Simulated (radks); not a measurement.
All-electron atom: Mg4+ in [He] 2s2 2p4 (the NIST ground configuration).

Method: Dirac Kohn-Sham, BLYP, spin-unpolarised, spherical densities, finite nucleus; open shells fill j = l - 1/2 first; Fermi nuclear charge, rms radius 3.057 fm; computed with a radial shooting solver on a logarithmic mesh with Libxc functionals.

Energy parts (eV):
total: -5237.220
kinetic: 5248.296
electron-nucleus: -11890.474
Hartree: 1788.172
exchange-correlation: -383.213

Orbitals (lengths in bohr, moments of r in powers of bohr; r(90%) holds 90 % of the orbital's charge):
orbital,occ.,eigenvalue (eV),r(90%),<1/r>
1s1/2,2,-1360.133,0.233,11.64
2s1/2,2,-160.5931,1.02,2.255
2p1/2,2,-129.1269,1.01,2.162
2p3/2,2,-128.7659,1.01,2.154

The highest occupied level is 2p3/2 at -128.77 eV. For comparison, the ionisation energy in NIST's Atomic Spectra Database is 141.33 eV (semi-empirical). In exact Kohn-Sham theory the highest level is minus the ionisation energy, but local and semilocal functionals leave it too shallow, through self-interaction and a potential that decays too fast; potentials with the right tail come closer.

Beside tabulated values, note that spin-unpolarised runs miss the spin-polarisation part of the exchange energy of open shells.
